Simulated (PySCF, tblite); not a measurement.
A database entry of computed molecular properties. Lists by class give the value and the number of equivalent atoms.

```json
{
 "formula": "C7H6O2S",
 "smiles": "O=C1C[C@@H](c2cccs2)O1",
 "charge": 0,
 "multiplicity": 1,
 "geometry_level": "GFN2-xTB",
 "electronic_structure_code": "PySCF",
 "results": {
  "GFN2-xTB geometry": {
   "point_group": "C1",
   "rotational_constants_GHz": [3.316, 0.675, 0.609]
  },
  "PBE0/pcSseg-1 ground state and GIAO shieldings, non-relativistic": {
   "dipole_D": 4.09,
   "homo_eV": -7.14,
   "lumo_eV": -0.96,
   "shift_vs_computed_TMS_C_by_class_ppm": [
    [171.8, 1],
    [152.5, 1],
    [133.2, 1],
    [133.2, 1],
    [129.2, 1],
    [67.2, 1],
    [54.5, 1]
   ],
   "shift_vs_computed_TMS_H_by_class_ppm": [
    [7.51, 1],
    [7.35, 1],
    [7.16, 1],
    [5.2, 1],
    [3.79, 1],
    [3.16, 1]
   ],
   "shielding_other_nuclei_by_class_ppm": [
    ["O", -108.0, 1],
    ["O", 13.4, 1],
    ["S", 271.7, 1]
   ]
  },
  "GFN2-xTB harmonic vibrations, gas phase": {
   "strongest_ir_bands_cm-1_km_per_mol_modes": [
    [953.1, 29.8, 1],
    [983.4, 102.6, 1],
    [1091.7, 192.2, 1],
    [1191.5, 43.3, 1],
    [1199.2, 26.1, 1],
    [1894.3, 831.5, 1]
   ],
   "zpe_kcal_per_mol": 70.7
  }
 }
}
```

The rotational constants make it an asymmetric top with κ = (2B − A − C)/(A − C) = -0.95, nearer the prolate limit (−1). The zero-point energy, half the sum of the 42 harmonic wavenumbers, equals 24730 cm⁻¹ or 296 kJ/mol. With B = h/(8π²I), that is 505.379 GHz u Å² over I, the principal moments of inertia are 152.4, 748.9 and 829.4 u Å² (most abundant isotopes); the inertial defect Ic − Ia − Ib is -71.9 u Å² (zero for a rigid planar frame, negative otherwise). The dipole matches unit charges of opposite sign 0.85 Å apart (1 e·Å = 4.8032 D). A dipole of 4.09 D is allowed in C1, and pure rotational transitions are dipole-allowed.

For the NMR shielding job (PBE0/pcSseg-1), on one thread, Intel Xeon at 2.50 GHz (x86_64), shared host with 64 logical CPUs at a one-minute load of 54, this took 2.3 min wall, 2.0 min CPU (with the writing of density and orbital grids) and 0.92 GiB of memory at its peak.

Conformer computed: `[O:1]=[C:2]1[CH2:3][C@@H:4]([c:5]2[cH:6][cH:7][cH:8][s:9]2)[O:10]1`: C3–C4–C5–C6 60°.

One conformer stands for the species.
